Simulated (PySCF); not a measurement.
Molecule: Zn(Br)(NH2), SMILES [NH2][Zn][Br]. Atoms near the plane z = 0.0 Å, at the CAM-B3LYP/def2-SVP optimised geometry (x, y, z in Å): Zn1 (0.0, 0.0, 0.0), Br2 (2.3, 0.0, 0.0), N3 (-1.8, 0.2, 0.0), H4 (-2.3, -0.1, 0.8), H5 (-2.3, -0.2, -0.8).

Computed with CAM-B3LYP/def2-TZVP run with PySCF. Cells within 0.4 Å of a nucleus heavier than hydrogen are left out (blank, or x). The values are rescaled to run from 0 to 1.

```
|333333333333333333333333333|
|333333333333333333333333333|
|333333333333333333333333333|
|333333333333333333333333333|
|333333333333344433333333333|
|333332222333444443333333333|
|333322222233444443333233333|
|333322111234555543332222333|
|333221000124677654333333333|
|333221000136999965666543333|
|333321246459999999999985333|
|433334999999999999999998433|
|4444479xx9999x99999xx999533|
|4444599xx999xxx9999xx999543|
|4445689999999x9999999999533|
|444556899899999999999997433|
|444455443359999998999964333|
|444444433346999865555433333|
|444444433345676654333323333|
|444444443445555543332223333|
|444444444444454443333333333|
|444444444444444443333333333|
|444444444444444443333333333|
|444444444444444443333333333|
|444444444444444443333333333|
|444444444444444443333333333|
|444444444444444443333333333|
```
Scale: ten equal steps from 0.000 (start of '0') to 1.00 (end of '9'), in the order '0123456789'; x runs from -4.50 to 4.50, y from -4.50 (bottom) to 4.50 (top).

**Question.** Which quantity is mapped?
(A) electron localisation function
(B) electrostatic potential
(C) Laplacian of the electron density
(D) deformation density (molecule minus spherical neutral atoms)

**Answer.** B, electrostatic potential. In full: electrostatic potential (hartree/e), clipped to [-0.08, 0.12].
